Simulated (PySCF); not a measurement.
A survey of $^{29}$Si NMR shifts

[PySCF 2.14: shielding tensors at PBE0/pcSseg-1 (GIAO); geometry: GFN2-xTB; one averaged value for each set of equivalent atoms; relativity neglected; gas phase; one conformer]

Shieldings were converted by a linear fit to measured shifts: $^{29}$Si (scatter 8.9 ppm rms, 25.8 ppm with the 6 outliers that the fit left out vs TMS, solution or neat liquid). A few per cent of atoms miss by over 2 rms, more outside the fitted compound classes.

Q: Give the $^{29}$Si shifts of `C[Si@H]1C=C(C(N)=O)C1`, `C#C[SiH2]OC/C=N\C`, `N[Si@H](F)NCC1CCC1`, `C=N[Si@H]1C[C@H](C=O)C1`, `NC[C@@H]1CC[C@@H]1N[SiH2]F`, `CC(/C=N/[SiH3])=C\C=O`.

A: 
```
                  compound                                        environment  δ (ppm)
     C[Si@H]1C=C(C(N)=O)C1     silicon bonded to 3 C, H, in a 4-membered ring    -29.8
         C#C[SiH2]OC/C=N\C                        silicon bonded to C, O, 2 H    -47.4
        N[Si@H](F)NCC1CCC1                        silicon bonded to F, 2 N, H    -30.5
   C=N[Si@H]1C[C@H](C=O)C1  silicon bonded to 2 C, N, H, in a 4-membered ring    -18.0
NC[C@@H]1CC[C@@H]1N[SiH2]F                        silicon bonded to F, N, 2 H    -25.6
     CC(/C=N/[SiH3])=C\C=O                           silicon bonded to N, 3 H    -54.1
```

Q: Order these by $^{29}$Si shift, lowest first.
A. CC(=O)[Si@@H]1C=CCN1
B. N#C[C@@H]1C[SiH2]CCO1
C. C=C1CN[SiH2]C(=O)C1
D. CO/C(C)=C(/C=O)C[SiH2]Cl

A: C (-60.9 ppm, silicon bonded to C, N, 2 H, in a 6-membered ring), B (-50.8 ppm, silicon bonded to 2 C, 2 H, in a 6-membered ring), A (-32.7 ppm, silicon bonded to 2 C, N, H, in a 5-membered ring), D (-18.2 ppm, silicon bonded to C, Cl, 2 H).
